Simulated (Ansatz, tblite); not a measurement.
Removing and adding an electron: Cu2Te2. Total charge 0; singlet. Geometry: PBE-D4/def2-SVP. Ansatz, gas phase; energy differences of separate SCF runs; the oxidised species was run as a doublet alone; the reduced species was run as a doublet alone.

Cartesian coordinates in Å:
```
Cu -0.3490 -1.2044 -0.4895
Cu 0.7439 1.0953 -0.2426
Te 1.2838 -0.7480 1.2847
Te -1.6787 0.8572 -0.5526
```

In the def2 sets Te takes a core potential; there is no spin–orbit coupling. The xTB rows come from tblite. At PBE0-D4/def2-TZVP a triplet of charge 0 lies 0.06 eV below the restricted singlet, each at its own geometry. The structure comes from a short search, and lower isomers may exist.

```tsv
level	−HOMO (eV)	vertical IE (eV)	−LUMO (eV)	vertical EA (eV)	HOMO–LUMO gap (eV)	IE − EA (eV)	remarks
GFN2-xTB	9.35	12.43	8.60	5.63	0.75	6.80	–
PBE-D4/def2-TZVPD	5.31	–	4.79	2.44	0.53	–	restricted, untested (singlet)
PBE0-D4/def2-TZVPD	6.26	–	4.26	2.67	2.00	–	–
```

Problem. Estimate the rows for GFN1-xTB, PBE-D4/def2-TZVP, r2SCAN-D4/def2-TZVPD.

Solution. 
```csv
level,−HOMO (eV),vertical IE (eV),−LUMO (eV),vertical EA (eV),HOMO–LUMO gap (eV),IE − EA (eV)
GFN1-xTB,10.29,13.12,9.57,6.72,0.71,6.40
PBE-D4/def2-TZVP,5.29,7.76,4.77,–,0.52,–
r2SCAN-D4/def2-TZVPD,5.48,–,4.82,2.54,0.66,–
```

Run but left out: r2SCAN-D4/def2-TZVP (charge +1 doublet: ⟨S²⟩ 1.22, where a pure state has 0.75); PBE0-D4/def2-TZVP (singlet: restricted singlet, unstable towards broken spin symmetry).   Raw xTB energy differences between charge states are shifted by several eV; the methods need an empirical correction for them.
